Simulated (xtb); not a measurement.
Mg(I)(SeH) (HIMgSe), SMILES [SeH][Mg][I]. All values are semi-empirical tight-binding results from xtb (GFN2-xTB unless named), good for trends rather than for accurate numbers. The structure is a stationary point at GFN2-xTB. One conformer was computed; it need not be the lowest.

Optimised geometry:

```xyz
4

Mg    -0.5149    -0.1420     0.5732
I      1.5833    -0.9765    -0.7104
Se    -2.2004     1.5445     0.8483
H     -2.9237     0.9429     1.9305
```

For metal compounds this method's bond lengths and energies can be far off.

Computed properties:
```
Item                                           Result
-------------------------------------  --------------
point group as xtb finds it                        Cs
orbital gap                                   2.67 eV
zero-point energy                        4.6 kcal/mol
G − E(el) at 298.15 K (modified RRHO)  -15.8 kcal/mol
```

Computed atomic charges and the Wiberg bond orders between heavy atoms:
charges (e) Mg1 0.49, I2 -0.23, Se3 -0.41, H4 0.16. Bond orders Mg1–I2 1.07, Mg1–Se3 0.91.
